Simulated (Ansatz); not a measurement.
Consider the formal exchange of groups at a Ga–C bond: `F[CH](Cl)[GaH][Cl]` + `C=CCCl` → `C=C[CH2][GaH][Cl]` + `FC(Cl)Cl`.

Gas-phase electronic energies from Ansatz, PBE0-D4/def2-TZVP geometries. CBS: MP2 limit from def2 TZ/QZ plus the TZ coupled-cluster correction, frozen cores. Functionals use def2-TZVPP. B3LYP here is the variant with VWN-RPA as its local correlation; programs differ in this. HSE06 is defined as in plane-wave codes. For Ga outer-core shells are correlated without core-valence functions, which leaves a few kJ/mol of doubt a bond. Scalar relativity is left out up to krypton. One conformer a species, not always the lowest.

`F[CH](Cl)[GaH][Cl]`:

Z-matrix (Å, degrees):
```
C
Cl 1 1.810
Ga 1 1.992 2 97.5
F 1 1.354 2 109.4 3 -121.2
H 1 1.090 2 105.3 3 122.1
Cl 3 2.136 1 114.3 2 -95.2
H 3 1.552 1 125.8 2 79.9
```

`C=CCCl`:

Z-matrix (Å, degrees):
```
C
C 1 1.483
Cl 1 1.795 2 111.0
H 1 1.089 2 111.7 3 -119.4
H 1 1.090 2 111.8 3 117.6
C 2 1.325 1 123.4 3 119.5
H 2 1.087 1 116.1 3 -60.9
H 6 1.083 2 121.5 1 178.8
H 6 1.085 2 121.4 1 -1.1
```

`C=C[CH2][GaH][Cl]`:

Z-matrix (Å, degrees):
```
C
C 1 1.489
Ga 1 1.971 2 99.7
H 1 1.089 2 112.6 3 119.9
H 1 1.090 2 112.7 3 -114.7
C 2 1.333 1 125.6 3 84.5
H 2 1.089 1 116.1 3 -91.6
Cl 3 2.159 1 114.2 2 -101.3
H 3 1.558 1 129.8 2 70.8
H 6 1.086 2 121.6 1 3.4
H 6 1.083 2 121.2 1 -177.4
```

`FC(Cl)Cl`:

Z-matrix (Å, degrees):
```
C
F 1 1.340
Cl 1 1.759 2 109.4
Cl 1 1.759 2 109.4 3 -122.5
H 1 1.088 2 109.7 3 118.7
```

```json
{"level": "LDA (SPW92)", "ΔE (kJ/mol)": "-27.6", "difference from CCSD(T)/CBS": "-9.6"}
{"level": "PBE-D4", "ΔE (kJ/mol)": "-20.9", "difference from CCSD(T)/CBS": "-2.9"}
{"level": "revPBE-D4", "ΔE (kJ/mol)": "-21.0", "difference from CCSD(T)/CBS": "-3.0"}
{"level": "BLYP-D4", "ΔE (kJ/mol)": "-15.0", "difference from CCSD(T)/CBS": "3.0"}
{"level": "B97M-V", "ΔE (kJ/mol)": "-20.3", "difference from CCSD(T)/CBS": "-2.3"}
{"level": "PBE0-D4", "ΔE (kJ/mol)": "-20.9", "difference from CCSD(T)/CBS": "-2.9"}
{"level": "B3LYP-D4", "ΔE (kJ/mol)": "-15.4", "difference from CCSD(T)/CBS": "2.6"}
{"level": "r2SCANh-D4", "ΔE (kJ/mol)": "-21.3", "difference from CCSD(T)/CBS": "-3.3"}
{"level": "r2SCAN0-D4", "ΔE (kJ/mol)": "-21.2", "difference from CCSD(T)/CBS": "-3.2"}
{"level": "HSE06-D4", "ΔE (kJ/mol)": "-20.9", "difference from CCSD(T)/CBS": "-2.9"}
{"level": "CAM-B3LYP-D4", "ΔE (kJ/mol)": "-15.7", "difference from CCSD(T)/CBS": "2.3"}
{"level": "ωB97X-V", "ΔE (kJ/mol)": "-16.7", "difference from CCSD(T)/CBS": "1.3"}
{"level": "ωB97M-V", "ΔE (kJ/mol)": "-17.8", "difference from CCSD(T)/CBS": "0.2"}
{"level": "B2PLYP", "ΔE (kJ/mol)": "-16.1", "difference from CCSD(T)/CBS": "1.9"}
{"level": "PBE-QIDH", "ΔE (kJ/mol)": "-21.7", "difference from CCSD(T)/CBS": "-3.7"}
{"level": "PBE", "ΔE (kJ/mol)": "-19.3", "difference from CCSD(T)/CBS": "-1.3"}
{"level": "revPBE", "ΔE (kJ/mol)": "-16.6", "difference from CCSD(T)/CBS": "1.4"}
{"level": "BLYP", "ΔE (kJ/mol)": "-11.5", "difference from CCSD(T)/CBS": "6.5"}
{"level": "r2SCAN", "ΔE (kJ/mol)": "-20.9", "difference from CCSD(T)/CBS": "-2.9"}
{"level": "PBE0", "ΔE (kJ/mol)": "-19.5", "difference from CCSD(T)/CBS": "-1.5"}
{"level": "B3LYP", "ΔE (kJ/mol)": "-12.7", "difference from CCSD(T)/CBS": "5.3"}
{"level": "r2SCANh", "ΔE (kJ/mol)": "-20.8", "difference from CCSD(T)/CBS": "-2.8"}
{"level": "r2SCAN0", "ΔE (kJ/mol)": "-20.7", "difference from CCSD(T)/CBS": "-2.7"}
{"level": "HSE06", "ΔE (kJ/mol)": "-19.5", "difference from CCSD(T)/CBS": "-1.5"}
{"level": "BHLYP", "ΔE (kJ/mol)": "-12.2", "difference from CCSD(T)/CBS": "5.8"}
{"level": "LC-ωPBE", "ΔE (kJ/mol)": "-18.9", "difference from CCSD(T)/CBS": "-0.9"}
{"level": "HF/def2-SVP", "ΔE (kJ/mol)": "-3.5", "difference from CCSD(T)/CBS": "14.5"}
{"level": "MP2/def2-SVP", "ΔE (kJ/mol)": "-22.6", "difference from CCSD(T)/CBS": "-4.6"}
{"level": "CCSD/def2-SVP", "ΔE (kJ/mol)": "-13.3", "difference from CCSD(T)/CBS": "4.7"}
{"level": "HF/def2-TZVPP", "ΔE (kJ/mol)": "-6.5", "difference from CCSD(T)/CBS": "11.5"}
{"level": "MP2/def2-TZVPP", "ΔE (kJ/mol)": "-24.8", "difference from CCSD(T)/CBS": "-6.8"}
{"level": "SCS-MP2/def2-TZVPP", "ΔE (kJ/mol)": "-19.3", "difference from CCSD(T)/CBS": "-1.3"}
{"level": "CCSD/def2-TZVPP", "ΔE (kJ/mol)": "-16.5", "difference from CCSD(T)/CBS": "1.5"}
{"level": "CCSD(T)/def2-TZVPP", "ΔE (kJ/mol)": "-18.2", "difference from CCSD(T)/CBS": "-0.2"}
{"level": "HF/def2-QZVPP", "ΔE (kJ/mol)": "-5.8", "difference from CCSD(T)/CBS": "12.2"}
{"level": "MP2/def2-QZVPP", "ΔE (kJ/mol)": "-24.4", "difference from CCSD(T)/CBS": "-6.4"}
{"level": "SCS-MP2/def2-QZVPP", "ΔE (kJ/mol)": "-18.6", "difference from CCSD(T)/CBS": "-0.6"}
{"level": "HF/CBS(def2)", "ΔE (kJ/mol)": "-5.7", "difference from CCSD(T)/CBS": "12.3"}
{"level": "MP2/CBS(def2)", "ΔE (kJ/mol)": "-24.6", "difference from CCSD(T)/CBS": "-6.6"}
{"level": "CCSD/CBS(def2)", "ΔE (kJ/mol)": "-16.4", "difference from CCSD(T)/CBS": "1.6"}
{"level": "CCSD(T)/CBS", "ΔE (kJ/mol)": "-18.0", "difference from CCSD(T)/CBS": "0"}
```

Largest T1 diagnostic among the species: 0.012.

In def2-TZVPP, CCSD(T) changes the Hartree–Fock value by −11.6 kJ/mol (the triples alone add −1.7 kJ/mol) and MP2 by −18.2 kJ/mol. At CCSD(T), def2-SVP lies +3.1 kJ/mol from the extrapolated value and def2-TZVPP −0.2 kJ/mol.

CCSD(T)/CBS has its own doubt, a few kJ/mol and more with outer-core shells, so smaller differences from it don't rank the levels.
